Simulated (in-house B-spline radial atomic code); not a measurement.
Orbital energies and mean radii along the 20-electron series, configuration 1s2 2s2 2p6 3s2 3p6 3d3/2(2). The effective charge is n√(-2ε), a non-relativistic measure. Computed with a B-spline radial code for spherical atoms: Dirac-Hartree-Fock, jj configuration that fills j = l - 1/2 first, finite nuclei.

| ion | Z | energy of 3d3/2 (Eh) | mean radius of 3d3/2 (bohr) | energy of 3p3/2 (Eh) | mean radius of 3p3/2 (bohr) | effective charge of 3d3/2 |
| --- | --- | --- | --- | --- | --- | --- |
| Rh25+ | 45 | -46.812 | 0.31541 | -51.815 | 0.35536 | 29.028 |
| Pd26+ | 46 | -50.172 | 0.30579 | -55.334 | 0.34526 | 30.052 |
| Ag27+ | 47 | -53.647 | 0.29675 | -58.968 | 0.3357 | 31.075 |
| Cd28+ | 48 | ? | ? | ? | ? | ? |
| In29+ | 49 | -60.938 | 0.28016 | -66.58 | 0.31807 | 33.119 |
| Sn30+ | 50 | -64.756 | 0.27254 | -70.558 | 0.30992 | 34.141 |
| Sb31+ | 51 | ? | ? | ? | ? | ? |
| Te32+ | 52 | -72.735 | 0.25846 | -78.86 | 0.29478 | 36.183 |
| I33+ | 53 | -76.897 | 0.25195 | -83.184 | 0.28774 | 37.204 |
| Xe34+ | 54 | -81.175 | 0.24575 | -87.623 | 0.28103 | 38.225 |
| Cs35+ | 55 | -85.568 | 0.23984 | -92.179 | 0.27461 | 39.246 |
| Ba36+ | 56 | ? | ? | ? | ? | ? |
| La37+ | 57 | -94.701 | 0.22882 | -101.64 | 0.26259 | 41.287 |

**Question.** Fill in the row of Cd28+.

**Answer.** energy of 3d3/2 (Eh): -57.235; mean radius of 3d3/2 (bohr): 0.28822; energy of 3p3/2 (Eh): -62.717; mean radius of 3p3/2 (bohr): 0.32665; effective charge of 3d3/2: 32.097.

**Question.** Fill in the row of Sb31+.

**Answer.** energy of 3d3/2 (Eh): -68.688; mean radius of 3d3/2 (bohr): 0.26532; energy of 3p3/2 (Eh): -74.651; mean radius of 3p3/2 (bohr): 0.30216; effective charge of 3d3/2: 35.162.

**Question.** Fill in the row of Ba36+.

**Answer.** energy of 3d3/2 (Eh): -90.076; mean radius of 3d3/2 (bohr): 0.23421; energy of 3p3/2 (Eh): -96.851; mean radius of 3p3/2 (bohr): 0.26847; effective charge of 3d3/2: 40.266.

**Question.** How does the screening of 3d3/2 change?

**Answer.** Z less the effective charge goes from 15.97 at Z = 45 to 15.71 at Z = 57.
